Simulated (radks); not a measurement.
Task: Dy II, 65 electrons, occupied as [Xe] 4f10 6s1 (the NIST ground configuration). All-electron calculation, scalar-relativistic Kohn-Sham, Slater X-alpha with alpha = 0.66, spin-polarised, spherical densities, finite nucleus; open shells are filled with parallel spins first (spin-orbit coupling, left out, can overturn this in heavy ions); Fermi nuclear charge, rms radius 5.2218 fm. Program: a radial shooting solver on a logarithmic mesh with Libxc functionals. Some entries of the table are withheld. Estimate them.

orbital  occ.  eigenvalue (Ry)  r(max) (bohr)  <1/r> (bohr^-1)
1s up       1        -3939.398        0.01339            74.49
1s down     1        -3939.397        0.01339            74.49
2s up       1        -656.2954        0.07611            17.31
2s down     1        -656.2901        0.07611            17.31
2p up       3        -582.6745        0.06170            16.09
2p down     3        -582.6706        0.06170            16.09
3s up       1        -146.3373         0.2157            6.365
3s down     1        -146.2144         0.2157            6.369
3p up       3        -123.7302         0.2119            5.969
3p down     3        -123.6082         0.2118            5.973
3d up       5        -94.55511         0.1729            5.664
3d down     5        -94.46002         0.1728            5.667
4s up       1        -29.28256         0.4943            2.689
4s down     1        -29.01565         0.4942            2.689
4p up       3        -21.83496         0.5162            2.466
4p down     3        -21.57057         0.5161            2.465
4d up       5        -11.68574         0.5347            2.173
4d down     5        -11.42571         0.5346            2.171
5s up       1              (1)          1.154            1.023
5s down     1              (2)          1.161            1.013
5p up       3         -2.29098          1.319           0.8480
5p down     3         -2.17573          1.331           0.8386
4f up       7         -0.69407            (3)            1.562
6s up       1         -0.64598          3.254           0.3361
6s down     0         -0.51353          3.203           0.3370
4f down     3         -0.46573            (4)            1.529

Result: 
(1) 5s up eigenvalue (Ry): -4.03313
(2) 5s down eigenvalue (Ry): -3.88889
(3) 4f up r(max) (bohr): 0.5380
(4) 4f down r(max) (bohr): 0.5397
